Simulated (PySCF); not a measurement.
Below is a simulated gas-phase C 1s photoelectron spectrum of `CCC[B@@H-]([NH3+])Br`.

Every computed line was given a Gaussian of 0.5 eV full width at half maximum and an area set by the number of equivalent atoms; the highest printed point is 100. Computed with delta-SCF UKS SCAN, pcX-2 on the ionised atom, pcseg-1 elsewhere, spin-free X2C in PySCF.

binding energy (eV), intensity and a bar:
```
    288.7          0 
    288.8          1 
    288.9          2 #
    289.0          6 ##
    289.1         15 #####
    289.2         29 #########
    289.3         44 #############
    289.4         56 #################
    289.5         61 ##################
    289.6         62 ###################
    289.7         68 ####################
    289.8         80 ########################
    289.9         95 ############################
    290.0        100 ##############################
    290.1         90 ###########################
    290.2         68 ####################
    290.3         42 #############
    290.4         22 #######
    290.5          9 ###
    290.6          3 #
    290.7          1 
    290.8          0
```

Task: Count the maxima, the lines and the sites behind this envelope.

Result: The curve has 1 maximum (at 290.0 eV). Under it lie 3 lines from 3 inequivalent carbon sites. At this width some lines have no maximum of their own.

Task: Decompose the envelope and assign each component. Numbering: `[CH3:1][CH2:2][CH2:3][B@@H-:4]([NH3+:5])[Br:6]`.

Result: 
```csv
position (eV),relative area,line,atoms,environment
289.44,1,C 1s,C3,sp3 carbon bound to boron
289.91,1,C 1s,C2,chain CH2 carbon
290.09,1,C 1s,C1,methyl carbon
```

The listed C 1s values span 0.65 eV, from C3 (bonded to C, 2 H and B) to C1 (bonded to C and 3 H). The widest gap between neighbouring values is 0.47 eV, between 289.44 and 289.91 eV. Summing the Pauling electronegativity differences to the bonded atoms, each weighted by its formal bond order, gives -1.21 for the lowest site and -1.05 for the highest; the largest sum, -0.70, belongs to C2, 0.18 eV below the top.

Shake-up satellites, vibrational structure and lifetime widths aren't simulated. Isolated species at its PBE0-D3(BJ)/def2-SVP geometry (one conformer only).

On one thread, Arm Neoverse N1 (shared host), this took 1.7 min.

Shape of the structure used: `[CH3:1][CH2:2][CH2:3][B@@H-:4]([NH3+:5])[Br:6]`: C1–C2–C3–B4 179°, C2–C3–B4–N5 180°.
